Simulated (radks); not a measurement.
Valence configurations of Lu (all share [Xe]). All-electron calculation, scalar-relativistic Kohn-Sham, PBE, spin-unpolarised, spherical densities, finite nucleus; Fermi nuclear charge, rms radius 5.37 fm. Program: a radial shooting solver on a logarithmic mesh with Libxc functionals. Energies are relative to 4f14 5d1 6s2; eigenvalues in eV.

4f14 5d1 6s2: E (eV) 0.000; e(4f) -9.628; e(5d) -1.751; e(6s) -4.658
4f14 5d0.5 6s2 6p0.5: E (eV) 0.329; e(4f) -11.099; e(5d) -2.686; e(6p) -1.758; e(6s) -5.312
4f14 6s2 6p1: E (eV) 0.948; e(4f) -12.752; e(6p) -2.176; e(6s) -5.995
4f14 5d1.5 6s1.5: E (eV) 1.480; e(4f) -9.093; e(5d) -1.508; e(6s) -4.520
4f14 5d1 6s1.5 6p0.5: E (eV) 1.682; e(4f) -10.366; e(5d) -2.312; e(6p) -1.678; e(6s) -5.099
4f14 5d2 6s1: E (eV) 3.004; e(4f) -8.685; e(5d) -1.346; e(6s) -4.433
4f13.5 5d1 6s2 6p0.5: E (eV) 5.298; e(4f) -14.711; e(5d) -3.317; e(6p) -1.814; e(6s) -5.545
4f13 5d2 6s2: E (eV) 10.927; e(4f) -16.786; e(5d) -2.804; e(6s) -5.007
4f12 5d3 6s2: E (eV) 28.264; e(4f) -24.507; e(5d) -3.827; e(6s) -5.228
4f11.5 5d3.5 6s2: E (eV) 39.517; e(4f) -28.574; e(5d) -4.336; e(6s) -5.310

NIST lists [Xe] 4f14 5d1 6s2 as the ground configuration; this level of theory agrees among the configurations tried. The energies are those of spherical spin-averaged densities, not of single terms.
